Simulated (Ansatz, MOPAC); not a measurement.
Process, species as SMILES: C[Si](C)(O)O → [CH2][Si](C)(O)O + H atom (the C-H bond breaks)

Property: bond dissociation energy (enthalpy at 298 K), in kcal/mol. Terms: no dispersion term unless named; non-relativistic; 6-31G* and kin with 6d, 5d where marked; frozen cores in correlated levels; UHF or UKS for open shells; spin-orbit terms left out; 6-311+G** with 5d, 6d on Na to Ar in Ansatz (an electronic-structure program); LANL2DZ with its own core potentials from Na on. CBS(X,Y): correlation extrapolated as X^-3; Hartree-Fock from the larger set. First-principles rows: single points at B3LYP-D3(BJ) geometries (Ansatz), with unscaled harmonic terms from B3LYP/6-31G* (Ansatz) at its own minima. Semi-empirical rows: MOPAC heats of formation at their own minima for 298 K.

Coupled cluster (Ansatz) is a level with limits of its own, used here on species with T1 under 0.025 (0.045 for open shells) and stable references: CCSD(T)/CBS(cc-pV(T+d)Z,cc-pV(Q+d)Z).

Value to compare with, CCSD(T)/CBS(cc-pV(T+d)Z,cc-pV(Q+d)Z) (Ansatz): 100.4 kcal/mol.

```
level           program  bond dissociation energy (enthalpy at 298 K) (kcal/mol)  difference
--------------  -------  -------------------------------------------------------  ----------
MNDO              MOPAC                                                     81.6       -18.8
HF/3-21G         Ansatz                                                     74.2       -26.2
PBE/LANL2DZ      Ansatz                                                     99.0        -1.4
PBE/6-311+G**    Ansatz                                                     97.2        -3.2
B3LYP/3-21G      Ansatz                                                    100.0        -0.4
MP2/6-31G*       Ansatz                                                     90.8        -9.6
PBE/def2-TZVPD   Ansatz                                                     96.9        -3.5
```

Among the 6 habitual levels, HF/3-21G lies farthest from CCSD(T)/CBS(cc-pV(T+d)Z,cc-pV(Q+d)Z) (Ansatz) (-26.2 kcal/mol) and B3LYP/3-21G nearest (-0.4); 0 of 6 lie above it, and their mean absolute difference is 9.9 kcal/mol, the median 6.4. One case shows no general order.

The levels are drawn from those run, B3LYP/6-31G* more often than the rest, none by its result; left out are runs that failed, that the program found above a lower state of the same kind, or whose <S^2> lies over 0.5 above the pure value.
